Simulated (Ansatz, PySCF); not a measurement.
Gas-phase reaction (SMILES): NB(Br)Br + O (H2O) → OB(Br)Br + N (NH3); water cleaves one B-N bond, a model of a ligand-exchange step.

Structures are relaxed separately at B3LYP-D3(BJ)/def2-TZVP in Ansatz (a first-principles code), one conformer each, not searched for the lowest. Correlated levels leave the core frozen unless marked. Spin-orbit coupling is left out. Frozen are the shells of the preceding noble gas and the d and f shells that filled before the atom's block. Non-relativistic. Basis-set limits of correlation are two-point, X^-3; Hartree-Fock from the larger set (for Q and 5 zeta extrapolated as (X+1)exp(-9√X)). Thermal terms are rigid-rotor harmonic-oscillator values from B3LYP-D3(BJ) frequencies (Ansatz or PySCF) at 298.15 K and 1 atm. 1 Eh = 627.5095 kcal/mol.

```csv
species,"E, CCSD(T)/CBS(cc-pVQZ,cc-pV5Z) (Ansatz) (Eh)","E, r2SCAN-D4/def2-TZVPD (Ansatz + dftd4) (Eh)",H - E (Eh)
NB(Br)Br,-5226.18698,-5229.20240,0.03873
O (H2O),-76.37670,-76.42298,0.02495
OB(Br)Br,-5246.05938,-5249.07982,0.02594
N (NH3),-56.50471,-56.54744,0.03799
```

Work out ΔE and ΔH at 298.15 K at the first level, then ΔH at the second.


1. ΔE = [(-5246.05938) + (-56.50471)] - [(-5226.18698) + (-76.37670)] = -0.00041 Eh = -0.3 kcal/mol at CCSD(T)/CBS(cc-pVQZ,cc-pV5Z).
2. The terms H - E add up to 0.00025 Eh, so ΔH = (-0.00041 + (0.00025))×627.5095 = -0.1 kcal/mol.
3. At r2SCAN-D4/def2-TZVPD the same steps give ΔE = -1.2 and ΔH = -1.0 kcal/mol, a shift of -0.9 from the first level.
4. These values are not checked against measurement here, since the tables used lack a sound gas-phase enthalpy of formation for at least one species.
